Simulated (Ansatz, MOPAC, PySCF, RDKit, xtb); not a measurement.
Complex: BrH3Sn (SMILES [Br][SnH3]) (first 5 atoms) with NH3 (SMILES N); geometry from B3LYP-D3(BJ)/def2-TZVP, rigid monomers moved along the line of their centres of mass till Sn2···N6 is 5.39 Å.
(charge 0, multiplicity 1):
```xyz
9

Br     2.333    -0.326     0.978
Sn     0.438     1.062     0.043
H      1.138     1.631    -1.423
H      0.137     2.386     1.068
H     -0.883     0.055    -0.324
N     -2.036    -0.550     4.556
H     -2.959    -0.374     4.939
H     -1.924    -1.552     4.456
H     -1.351    -0.243     5.237
```

```tsv
level	interaction energy (meV)	cost
UFF	-8.4	-
PM3	-10.1	-
PM7	-34.6	-
GFN2-xTB	-45.1	-
HF/STO-3G (no counterpoise)	-33.0	-
HF/def2-SVPD	-33.4	-
B3LYP/3-21G (no counterpoise)	-48.9	-
PBE0/def2-TZVPPD	-28.8	×1
wB97X-V/def2-TZVPPD	-36.1	×4
SCS-MP2/def2-SVPD	-36.2	-
SCS-MP2/def2-TZVPPD	-34.9	-
CCSD/def2-TZVPPD	-35.0	-
CCSD(T)/def2-SVPD	-36.7	×4
CCSD(T)/CBS(def2-SVPD, def2-TZVPPD)	-35.4	×100*
```

The rows run from -48.9 (B3LYP/3-21G (no counterpoise)) to -8.4 meV (UFF).

Monomers are frozen at their geometry in the pair; levels with a basis set take the counterpoise correction. Rows marked so take none. RDKit's UFF carries no charges.

Cores are frozen in the correlated methods. Filled d and f shells under p-block atoms count as core. CBS: X⁻³ extrapolation of the correlation energy, Hartree–Fock from the larger set. Rows in 3-21G, STO-3G carry no dispersion term and start afresh at each structure; the Pople sets are all-electron and without relativity. The state reached by PM3, PM7 isn't checked; PM7 holds dispersion and hydrogen-bond terms.

Run with Ansatz (a program for electronic structure); MOPAC for PM3, PM7 (differences of heats of formation); PySCF for 3-21G rows, STO-3G rows; RDKit for the force fields; xtb for the GFN methods.  In def2 rows elements past Kr take small-core potentials, without spin–orbit coupling.

Costs are rough ratios of core time to PBE/def2-TZVPPD (about 7 s over the structures, on one shared machine); a dash marks a level with no comparable run of its own. A star marks coupled-cluster runs past 200 virtual orbitals, where the program's memory plan changes under this machine's limit, so their costs aren't comparable with smaller runs.
